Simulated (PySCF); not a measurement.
Job for PySCF: R-M06-2X/6-31G* on C3H11N (a complex), monomers drawn apart or pushed together.

```python
from pyscf import gto, scf, dft, mp
from pyscf.data.elements import chemcore

mol = gto.M(
    atom='''
    N     0.29598717    0.12897206    0.48378762
    H     0.13375224    0.82385738    1.20355977
    H     0.96485550    0.52019505   -0.16961120
    H    -0.57747096    0.00290596   -0.01482641
    C     1.10488125   -0.07508782    5.96375579
    C    -0.37795529    0.28694341    5.99524433
    C    -1.27805634   -0.89370711    5.63953927
    H     1.73360468    0.78303962    6.21062260
    H     1.32589786   -0.86682364    6.68400099
    H     1.39372497   -0.43744255    4.97497293
    H    -0.56809004    1.11336596    5.30146461
    H    -0.64326545    0.66678069    6.98654553
    H    -2.33356102   -0.61386359    5.65569833
    H    -1.03990074   -1.27470465    4.64429641
    H    -1.14090811   -1.71347971    6.34919772
    ''',
    basis='6-31g*',
    cart=True,
    charge=0, spin=0, verbose=3, max_memory=1800)
mf = dft.RKS(mol, xc='m062x')
mf.conv_tol = 1e-8
mf.max_cycle = 100
mf.kernel()
if not mf.converged:
    mf = mf.newton().run(mf.mo_coeff, mf.mo_occ)
```

Program output:

```
converged SCF energy = -175.5775919124
```

The run converged.

Cost: about 8 core-seconds (a rough figure).
